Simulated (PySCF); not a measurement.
Static response to an electric field

C₄H₉FO₂Si.
SMILES with atom numbers: `[OH:1][CH2:2][CH2:3][SiH2:4][O:5]/[CH:6]=[CH:7]\[F:8]` (hydrogens: H9 on O1; H10, H11 on C2; H12, H13 on C3; H14, H15 on Si4; H16 on C6; H17 on C7)

Geometry (GFN2-xTB, Å), atoms numbered from 1 in this order:
```
atom  x, y, z in Å
O1    -1.880    0.527    1.205
C2    -2.475   -0.026    0.051
C3    -1.436    0.021   -1.054
Si4    0.218   -0.639   -0.395
O5     1.079    0.743   -0.202
C6     2.322    0.936    0.230
C7     3.208    0.017    0.583
F8     2.933   -1.306    0.549
H9    -2.484    0.455    1.951
H10   -2.765   -1.071    0.237
H11   -3.380    0.537   -0.222
H12   -1.788   -0.571   -1.895
H13   -1.325    1.049   -1.392
H14    0.098   -1.384    0.853
H15    0.852   -1.480   -1.417
H16    2.609    1.979    0.282
H17    4.207    0.225    0.927
```

Level: wB97X-D/def2-SVPD (PySCF), static field, nuclei fixed, core orbitals frozen in the response. The polarisability tensor in these axes (au):

```
x   98.41 -3.04  5.09
y   -3.04 75.61  0.31
z    5.09  0.31 73.23
```

**Question.** Diagonalise the tensor; give its mean and Δα, where Δα² is half the sum of the squared differences of the eigenvalues.

**Answer.** Principal values 72.00, 75.49 and 99.75 au; mean 82.41 au = 12.21 Å³ = 13.59 × 10⁻⁴⁰ C²·m²/J; Δα = 26.18 au (32 % of the mean).

**Question.** What is the dipole moment, and where does it point?

**Answer.** (-1.71, 0.49, 0.29) D, 1.81 D in size, pointing from the negative to the positive side. Measured along this direction, the outermost atoms are H17 at the negative end and H11 at the positive end.

**Question.** Orientational against electronic polarisability at 298 K (dilute gas, rigid molecules)?

**Answer.** In Gaussian units μ²/3kT = 26.46 Å³ against 12.21 Å³, a ratio of 2.17; the Debye molar polarisation (4π/3)N_A(α + μ²/3kT) is 97.6 cm³/mol, leaving out the vibrational part.

**Question.** Refractivity n − 1 of an ideal gas of it at 298.15 K and 1 atm, from the electronic α?

**Answer.** N = p/kT = 2.4615 × 10¹⁹ cm⁻³, so n − 1 = 2π × N × 12.21 × 10⁻²⁴ cm³ = 1889 × 10⁻⁶ at long wavelengths, for an ideal gas.

**Question.** Give the principal axes and the span of the nuclei along them.

**Answer.** Largest value along (0.98, -0.12, 0.19), where the nuclei span 7.65 Å; middle along (0.07, 0.96, 0.28), 3.90 Å; least along (-0.21, -0.26, 0.94), 3.55 Å. The response follows the extents in order.

**Question.** What molar refraction does this α imply?

**Answer.** Lorentz–Lorenz: R = (4π/3)N_A α = 2.5225 cm³/(mol·Å³) × 12.21 Å³ = 30.8 cm³/mol, in the limit of long wavelengths.

Geometry: GFN2-xTB, one conformer, isolated molecule.
